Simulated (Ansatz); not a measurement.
`Sc1ccc(-c2ccc(-c3ccccc3)cc2)cc1`. Charge 0, multiplicity 3. Geometry r2SCAN-D4/def2-SVP, that of the neutral singlet; atoms count from 1.

```xyz
33

S    -0.866    4.422    5.685
C    -0.638    3.387    4.269
C    -0.029    3.827    3.082
C     0.121    2.956    2.005
C    -0.323    1.621    2.068
C    -0.156    0.702    0.924
C     0.099   -0.669    1.120
C     0.261   -1.535    0.042
C     0.173   -1.073   -1.285
C     0.346   -1.993   -2.431
C    -0.401   -1.826   -3.613
C    -0.237   -2.695   -4.693
C     0.677   -3.750   -4.618
C     1.426   -3.928   -3.451
C     1.262   -3.061   -2.370
C    -0.084    0.297   -1.482
C    -0.244    1.164   -0.404
C    -0.931    1.197    3.266
C    -1.090    2.058    4.348
H    -0.324    5.537    5.150
H     0.341    4.853    3.001
H     0.623    3.315    1.102
H     0.192   -1.059    2.138
H     0.443   -2.597    0.230
H    -1.139   -1.021   -3.673
H    -0.836   -2.552   -5.598
H     0.805   -4.430   -5.465
H     2.152   -4.744   -3.384
H     1.874   -3.193   -1.472
H    -0.143    0.693   -2.500
H    -0.460    2.219   -0.593
H    -1.314    0.175    3.343
H    -1.578    1.701    5.259
```

Single mean-field runs in def2-TZVP are fitted with def2-universal-jkfit. At PBE0-D4/def2-TZVP a singlet of charge 0 lies 3.19 eV below the triplet at the same geometry.

Estimate the Mulliken populations of the heavy atoms from the PBE0/def2-TZVP orbitals of Ansatz.


| atom | charge (e) | spin (α − β) |
| --- | --- | --- |
| S1 | -0.14 | 0.11 |
| C2 | 0.18 | 0.29 |
| C3 | -0.21 | -0.07 |
| C4 | -0.23 | 0.17 |
| C5 | 0.16 | 0.10 |
| C6 | 0.21 | 0.36 |
| C7 | -0.22 | 0.14 |
| C8 | -0.22 | 0.01 |
| C9 | 0.21 | 0.44 |
| C10 | 0.15 | -0.05 |
| C11 | -0.22 | 0.13 |
| C12 | -0.12 | -0.07 |
| C13 | -0.12 | 0.18 |
| C14 | -0.12 | -0.07 |
| C15 | -0.22 | 0.13 |
| C16 | -0.22 | 0.01 |
| C17 | -0.22 | 0.14 |
| C18 | -0.23 | 0.17 |
| C19 | -0.18 | -0.07 |
Mulliken values and Mayer orders depend strongly on the basis.

Where does the spin sit?

Summed by element: S 0.11, C 1.95, H -0.06, of 2 unpaired in all. Largest on single atoms: C9 0.44, C6 0.36, C2 0.29.

And the Mayer bond orders between bonded heavy atoms (over 0.3)?

S1–C2 1.11 (1.77 Å); C2–C3 1.25 (1.40 Å); C2–C19 1.24 (1.41 Å); C3–C4 1.57 (1.39 Å); C4–C5 1.23 (1.41 Å); C5–C6 1.11 (1.48 Å); C5–C18 1.23 (1.41 Å); C6–C7 1.14 (1.41 Å); C6–C17 1.14 (1.41 Å); C7–C8 1.65 (1.39 Å); C8–C9 1.18 (1.41 Å); C9–C10 0.99 (1.48 Å); C9–C16 1.18 (1.41 Å); C10–C11 1.32 (1.41 Å); C10–C15 1.32 (1.41 Å); C11–C12 1.49 (1.40 Å); C12–C13 1.39 (1.40 Å); C13–C14 1.39 (1.40 Å); C14–C15 1.49 (1.40 Å); C16–C17 1.65 (1.39 Å); C18–C19 1.59 (1.39 Å).
